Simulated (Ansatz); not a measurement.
Consider the cleavage of the Si–B bond: `NB(F)[SiH2]Cl` + `[NH2][AlH2]` → `[AlH2][NH][SiH2]Cl` + `NBF`.

Calculated with Ansatz (gas phase, PBE0-D4/def2-TZVP geometries, no zero-point term in ΔE). CCSD(T)/CBS is the MP2 limit (def2-TZVPP, def2-QZVPP) plus CCSD(T) − MP2 in def2-TZVPP, frozen cores. This one scheme is used for every species. Functionals use def2-TZVPP. B3LYP here is the variant with VWN-RPA as its local correlation; programs differ in this. Each species was taken in one conformer, which may not be the lowest.

(1) Is it downhill or uphill in electronic energy at CCSD(T)/CBS, and by how much? (Estimate.)

(2) What do these levels give: B3LYP-D4, ωB97M-V, B2PLYP, r2SCAN, CCSD(T)/def2-TZVPP, SCS-MP2/def2-QZVPP? (Estimate.)

Largest T1 diagnostic among the species: 0.012.

Answers

(1) The calculation gave: Downhill: ΔE = -0.92 eV.

(2) Computed: B3LYP-D4 -0.88, ωB97M-V -0.92, B2PLYP -0.93, r2SCAN -0.86, CCSD(T)/def2-TZVPP -0.92, SCS-MP2/def2-QZVPP -1.01 eV.

From PBE to PBE0 (25 % exact exchange), in def2-TZVPP and without D4, ΔE moves by −0.08 eV. In def2-TZVPP, CCSD(T) changes the Hartree–Fock value by +0.14 eV (the triples alone add +0.02 eV) and MP2 by +0.06 eV.
